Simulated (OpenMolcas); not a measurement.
**Ir5+ in a point-charge field**

Ir5+ among 6 point charges of -1.1 e arranged as an octahedron (Oh), 1.83 Å from the ion.
```
   1.8300    0.0000    0.0000  -1.10
   0.0000    1.8300    0.0000  -1.10
  -1.8300    0.0000    0.0000  -1.10
   0.0000   -1.8300    0.0000  -1.10
   0.0000    0.0000    1.8300  -1.10
   0.0000    0.0000   -1.8300  -1.10
```

```yaml
Program: OpenMolcas 26.06
Method: CASSCF
Basis: ANO-RCC-VDZP [7s6p4d2f]
Scalar_Hamiltonian: DKH2, point nucleus
Active_space: 4 electrons in 5 orbitals (5d)
State_averaging: 2S+1 = 5 even, 5 roots; 2S+1 = 3 even, 45 roots; 2S+1 = 1 even, 50 roots
Spin-orbit_coupling: RASSI with atomic mean-field integrals over the reference wave functions
```

The lowest spin-free states (labels of O, the rotations of Oh), above the lowest:

```
State  Degeneracy  E (cm-1)  Free-ion L (%)
   5E           2       0.0         D (100)
  5T2           3      6846         D (100)
  3T1           3     15132          H (55)
   3E           2     20028          H (93)
  3T1           3     21070          H (43)
  3T2           3     21597          H (48)
  3A2           1     23239         F (100)
  3A1           1     23904         G (100)
  1T2           3     25138          I (48)
   1E           2     25725          I (81)
   3E           2     26710          G (77)
  3T1           3     26739          H (70)
  3T2           3     27860          H (46)
  3T1           3     29000          G (49)
  1A1           1     29701          G (42)
  1A2           1     29922          I (98)
  1T2           3     30323          I (59)
  1T1           3     31676          I (52)
  3T2           3     32728          G (74)
  3T1           3     33755          F (39)
```

The lowest levels with spin-orbit coupling:

```csv
E (cm-1),Degeneracy,Label,2S+1
0.0,1,A1,5 (62 %)
5509,3,T1,5 (83 %)
9223,2,E,5
10256,3,T2,5
11858,1,A2,5
15730,3,T2,5 (77 %)
16438,3,T1,5 (75 %)
17378,1,A1,5 (64 %)
17946,2,E,5 (56 %)
18459,3,T1,5 (69 %)
18530,3,T2,5 (55 %)
21298,1,A1,3 (48 %)
24284,3,T2,3 (57 %)
24684,2,E,3 (71 %)
25729,3,T1,3 (75 %)
27807,3,T1,3 (81 %)
30192,3,T2,3
31262,1,A1,3 (68 %)
31449,3,T2,3
31692,3,T1,3
```

Powder χT (cm3 K/mol): 0 at 2 K, 0.00185 at 10 K, 0.00924 at 50 K, 0.0185 at 100 K, 0.037 at 200 K, 0.0554 at 300 K. The effective moment at 300 K is 2.828 √(χT) = 0.67 μB.

A least-squares ligand-field fit to the states below 45000 cm-1, each weighted by its degeneracy and with a free common offset, gives 10Dq = 7088 cm-1, B = 938 cm-1 and C = 3900 cm-1 (C/B = 4.16), with an rms deviation of 73 cm-1.

Spin-orbit coupling mixes the spin-free states strongly: the lowest level takes only 38 % from its leading state, 5E. Without dynamic correlation the repulsion within the d shell is too large (B by tens of per cent), so at a given field states of lower spin stand too high. Point charges give a weaker field than real ligands, and real ions of this kind are as a rule low spin; the high spin found here belongs to the model. This field is weak: 10Dq is about 7088 cm-1, while octahedral complexes of 5d ions of charge 3 and more, computed by the same method with explicit ligands, had a median near 35000 cm-1. Ground spin and moment need not be those of a real site. This is an electrostatic model: the charges have no orbitals. No measured value stands beside these numbers.
